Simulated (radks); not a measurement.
Ga XX, 12 electrons, occupied as [Ne] 3s2 (the NIST ground configuration).

All-electron calculation, scalar-relativistic Kohn-Sham, LB94 model potential, spin-polarised, spherical densities, finite nucleus; Fermi nuclear charge, rms radius 3.9973 fm. Program: a radial shooting solver on a logarithmic mesh with Libxc functionals.

Energy parts (eV):
| part | energy |
|---|---|
| kinetic | 48433.186 |
| electron-nucleus | -103663.529 |
| Hartree | 9254.654 |
(The LB94 potential has no energy functional, so no total or exchange-correlation energy is given.)

Orbitals (lengths in bohr, moments of r in powers of bohr; r(max) is where P^2 peaks):
orbital  occ.  eigenvalue (eV)       <r^4>  <1/r>      <r>   r(max)
1s          2        -11100.07  0.00002562  31.35  0.04848  0.03178
2s          2        -2039.115    0.004969  6.931   0.2145   0.1814
2p          6        -1882.069    0.003581  6.815   0.1871   0.1451
3s          2        -767.9093      0.1587  2.718   0.5383   0.5050

The highest occupied level is 3s at -767.91 eV. The electron density at the nucleus is 2.882e+04 e/bohr^3 (large components only). Summed over all electrons, <r^2> = 1.029 bohr^2, which gives a Langevin (diamagnetic) susceptibility term of -0.815 x 10^-6 cm^3/mol.
